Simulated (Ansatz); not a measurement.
Input for Ansatz (an electronic-structure program): U-CCSD(T)/cc-pVDZ on C2H6Ge (SMILES C=[CH][GeH3]), a point of a bond scan (R = 1.467 Å). The run froze 16 orbitals, filled d shells among them.

Ansatz 0.2 input:
```yaml
crystal:
  periodic: [false, false, false]
  atoms:
    - {symbol: Ge, position_ang: [0.66752956, -0.22973901, -0.11387387]}
    - {symbol: C, position_ang: [-1.03513912, 0.71643893, -0.15287768]}
    - {symbol: C, position_ang: [-2.06173156, 0.40467758, 0.63060035]}
    - {symbol: H, position_ang: [0.97400304, -0.84732256, -1.49145306]}
    - {symbol: H, position_ang: [0.58654611, -1.34383479, 0.94450911]}
    - {symbol: H, position_ang: [1.81429749, 0.73616834, 0.23968824]}
    - {symbol: H, position_ang: [-1.17847542, 1.82754000, -1.09963677]}
    - {symbol: H, position_ang: [-3.00082567, 0.94726023, 0.59013045]}
    - {symbol: H, position_ang: [-2.01242865, -0.40679883, 1.34893372]}
basis:
  gaussian:
    orbitals: cc-pVDZ
correlation: {method: ccsd_t, electrons: outside_noble_gas}
scf: {omitted_lower_state_checks: [cluster_reference]}
magnetization: {spin_polarized: true, initial_magnetization: 0}
```

Question: Give the final energy of this run.

Answer: -2154.9191 hartree (reference determinant -2154.4789, T1 diagnostic 0.011).

Question: How many basis functions does it have, and what does it roughly cost on one machine?

Answer: 85 functions; roughly 8 core-seconds.
